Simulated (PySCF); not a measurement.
The numbers below are computed, except where a source is named.
A d7 ion sits in a regular tetrahedral field with 10Dq = 1812 cm⁻¹, B = 1178 cm⁻¹ and C = 4368 cm⁻¹.

Task: Which are the lowest 12 multiplets of ligand-field theory, and at what energies?

Result: 
| state | E / cm⁻¹ | E/B | CASSCF root / cm⁻¹ |
| --- | --- | --- | --- |
| 4A2 | 0 | 0.0 | 0 |
| 4T2 | 1812 | 1.5 | 1628 |
| 4T1 | 3230 | 2.7 | 2887 |
| 2E | 19228 | 16.3 | 19108 |
| 2T1 | 19440 | 16.5 | 19164 |
| 2A1 | 19625 | 16.7 | 19187 |
| 4T1 | 19870 | 16.9 | 19630 |
| 2T2 | 20209 | 17.2 | 20077 |
| 2T1 | 24859 | 21.1 | 24601 |
| 2T2 | 25291 | 21.5 | 25094 |
| 2E | 26192 | 22.2 | 25780 |
| 2T1 | 26415 | 22.4 | 26118 |

Δ/B = 1.5 on the Tanabe–Sugano diagram. The parameters were fitted to the CASSCF roots of [CoI4]2-, shown in the last column; over these levels the model misses the roots by 270 cm⁻¹ rms. CASSCF lacks dynamic correlation, so its B and C lie well above those fitted to measured bands.
